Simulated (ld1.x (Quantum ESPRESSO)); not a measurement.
# Reading a pseudo-wave (copper)

Columns: radius, all-electron u(r) and pseudo u(r) of the 4s shell (level -11.74 eV) of copper in the configuration [Ar] 3d10 4s0 4p0; revPBE, scalar-relativistic, PAW scheme, ld1.x (Quantum ESPRESSO) 7.5.

```tsv
r (bohr)	all-electron	pseudo
0.120	-0.1424	-0.0186
0.240	-0.0812	-0.0394
0.360	0.1511	-0.0643
0.480	0.2763	-0.0947
0.600	0.2700	-0.1318
0.720	0.1799	-0.1756
0.840	0.0521	-0.2259
0.960	-0.0841	-0.2815
1.080	-0.2126	-0.3407
1.200	-0.3262	-0.4013
1.320	-0.4219	-0.4607
1.440	-0.4997	-0.5164
1.560	-0.5606	-0.5659
1.680	-0.6062	-0.6071
1.800	-0.6384	-0.6384
1.920	-0.6589	-0.6589
2.040	-0.6695	-0.6695
2.160	-0.6718	-0.6718
2.280	-0.6672	-0.6672
2.400	-0.6570	-0.6570
2.520	-0.6424	-0.6424
2.640	-0.6244	-0.6244
2.760	-0.6036	-0.6036
2.880	-0.5809	-0.5809
3.000	-0.5568	-0.5568
3.120	-0.5318	-0.5318
```

(1) How many radial nodes do the two functions have?

(2) At about which radius was the pseudo-wave matched?

(3) Is the pseudo-wave norm-conserving?

## Answers

(1) The all-electron 4s function has n − l − 1 = 3 (the table is too coarse to show those close to the nucleus); the pseudo-wave has 0, since the states of the same l below it are removed with the core.

(2) 1.85 bohr, where the columns begin to agree (steps of 0.12 bohr).

(3) No, it belongs to a PAW set: the norm inside the radius is not constrained, and the difference is carried by the augmentation charge.
